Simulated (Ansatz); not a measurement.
Abridged output of a molecular run in Ansatz:

```
Functional definition: HF
1400 factors; integrals over basis functions are off by at most 1.5e-3 eV
mean field evaluation 1: about -34139.9179 eV, gradient 7.0e1 eV
mean field evaluation 2: about -34140.2232 eV, gradient 7.0e1 eV
mean field evaluation 4: about -34150.6157 eV, gradient 1.1e1 eV
mean field evaluation 8: about -34150.9306 eV, gradient 1.2e0 eV
mean field evaluation 16: about -34150.9418 eV, gradient 2.8e-6 eV
mean field -34150.94178802 eV, -1255.0239623701 hartree, gradient 2.9e-6 eV, S^2 0.000000; 0 other end points of the search recorded, 0 dependent functions left out; unrestricted orbitals would lower it
14 core orbitals not correlated: weight in the atoms' cores, before any rotation towards them, 1.000 or more for the frozen orbitals, at most 0.000 for the correlated occupied ones
reference -34150.94178802 eV, -1255.0239623701 hartree; 27, 27 occupied and 102, 102 virtual orbitals, 1400 factors
second order -38.86103226 eV of doubles, -0.00000000 eV of singles
cycle   1  -35.46741896 eV  change     3.4e0 eV  update   3.2e-1
cycle   2  -37.39789289 eV  change    -1.9e0 eV  update   2.2e-1
cycle   3  -37.81897360 eV  change   -4.2e-1 eV  update   4.2e-2
cycle   4  -37.87062215 eV  change   -5.2e-2 eV  update   2.0e-2
cycle   5  -37.85780173 eV  change    1.3e-2 eV  update   5.5e-3
cycle   6  -37.86120230 eV  change   -3.4e-3 eV  update   3.0e-3
cycle   7  -37.85978264 eV  change    1.4e-3 eV  update   1.5e-3
cycle   8  -37.85921003 eV  change    5.7e-4 eV  update   6.9e-4
cycle   9  -37.85906792 eV  change    1.4e-4 eV  update   3.5e-4
cycle  10  -37.85946475 eV  change   -4.0e-4 eV  update   1.6e-4
cycle  11  -37.85927574 eV  change    1.9e-4 eV  update   7.3e-5
cycle  12  -37.85911705 eV  change    1.6e-4 eV  update   4.0e-5
cycle  13  -37.85923238 eV  change   -1.2e-4 eV  update   1.9e-5
cycle  14  -37.85917855 eV  change    5.4e-5 eV  update   1.0e-5
perturbative correction -1.72979101 eV, -0.0635686473 hartree
Total energy: -34190.53075758 eV, -1256.4788301670 hartree
```

Its atoms:

Z-matrix (Å, degrees):
```
Mo
Cl 1 2.300
N 1 1.714 2 85.6
F 1 1.842 2 127.8 3 -92.9
O 1 1.842 2 115.0 3 98.8
Cl 1 2.358 2 84.1 3 -172.8
C 3 1.405 1 161.9 2 -18.4
H 5 0.963 1 118.1 2 -92.1
H 7 1.095 3 110.6 1 137.6
H 7 1.095 3 110.4 1 -101.6
H 7 1.098 3 108.5 1 18.1
```

Problem. Which basis set was used?
A. cc-pV(T+d)Z
B. def2-SVP
C. def2-SVPD
D. def2-TZVPPD

Solution. B. It gives 143 functions.

Problem. Write the keys of the input that set method, charge and spin (a neutral closed shell needs none for the last two).

Solution. 
```yaml
correlation: {method: ccsd_t}
```
